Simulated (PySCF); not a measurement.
Electrostatic potential from atomic charges

Species: `Cc1cccc([NH3+])c1`, charge +1. Coordinates (GFN2-xTB, Å) and charges (e) from the PBE0/pcSseg-1 density (PySCF):

| atom | x | y | z | Mulliken | IAO | Hirshfeld | ESP-fitted |
| --- | --- | --- | --- | --- | --- | --- | --- |
| C1 | -2.313 | -1.156 | -0.569 | -0.1090 | -0.4326 | -0.1022 | -0.5518 |
| C2 | -1.157 | -0.276 | -0.236 | -0.3637 | +0.0562 | +0.0412 | +0.4688 |
| C3 | -1.338 | 1.082 | 0.021 | +0.0264 | -0.1263 | -0.0142 | -0.3437 |
| C4 | -0.272 | 1.900 | 0.346 | -0.0509 | -0.1158 | -0.0123 | +0.0204 |
| C5 | 1.012 | 1.378 | 0.425 | +0.0113 | -0.1737 | -0.0487 | -0.4522 |
| C6 | 1.187 | 0.030 | 0.177 | -0.0750 | +0.0473 | +0.0447 | +0.4903 |
| N7 | 2.556 | -0.551 | 0.254 | -0.2718 | -0.3092 | +0.0282 | -0.6923 |
| C8 | 0.130 | -0.798 | -0.151 | +0.0789 | -0.1791 | -0.0520 | -0.5935 |
| H9 | -3.090 | -0.598 | -1.084 | +0.1497 | +0.1716 | +0.0657 | +0.1766 |
| H10 | -2.746 | -1.557 | 0.348 | +0.1656 | +0.1777 | +0.0649 | +0.1795 |
| H11 | -2.007 | -1.993 | -1.190 | +0.1373 | +0.1624 | +0.0599 | +0.1736 |
| H12 | -2.331 | 1.500 | -0.035 | +0.1076 | +0.1793 | +0.0751 | +0.2121 |
| H13 | -0.432 | 2.948 | 0.539 | +0.1310 | +0.1869 | +0.0789 | +0.1768 |
| H14 | 1.847 | 2.015 | 0.673 | +0.1197 | +0.1681 | +0.0668 | +0.2291 |
| H15 | 2.528 | -1.472 | 0.711 | +0.2823 | +0.3416 | +0.2138 | +0.4204 |
| H16 | 2.954 | -0.673 | -0.688 | +0.2862 | +0.3445 | +0.2145 | +0.4215 |
| H17 | 3.170 | 0.076 | 0.790 | +0.2761 | +0.3396 | +0.2130 | +0.4126 |
| H18 | 0.295 | -1.849 | -0.341 | +0.0980 | +0.1616 | +0.0627 | +0.2518 |

Points outside the species (Å): A (-0.1, 0.8, 4.9); B (-3.5, 0.6, 5.6); C (5.0, 3.7, 0.6).

Find the potential V = 14.3996 V·Å × Σ q/r of each set of charges at these points.

In volts:

| point | nearest atom | distance (Å) | Mulliken | IAO | Hirshfeld | ESP-fitted |
| --- | --- | --- | --- | --- | --- | --- |
| A | C5 | 4.65 | +2.419 | +2.389 | +2.533 | +2.394 |
| B | H10 | 5.73 | +1.864 | +1.801 | +1.864 | +1.813 |
| C | H14 | 3.58 | +2.675 | +2.805 | +2.737 | +2.794 |

How far are the other sets from the ESP-fitted one at these points?

Root-mean-square difference: IAO 0.010 V, Mulliken 0.076 V, Hirshfeld 0.091 V. The ESP scheme fits charges at the nuclei, held to the total charge, to the electrostatic potential on points at 1.4 to 2.0 times the van der Waals radii.

What energy would a point charge of -1 e have at C in the field of the ESP charges, leaving out polarisation?

-2.794 eV = -269.6 kJ/mol, an attraction. The total charge alone, placed at the mean of the coordinates, would give -2.304 eV.

Isolated species at its GFN2-xTB geometry, gas phase. GFN2-xTB frequencies show an imaginary mode (45i cm⁻¹), so this geometry is no minimum at that level.
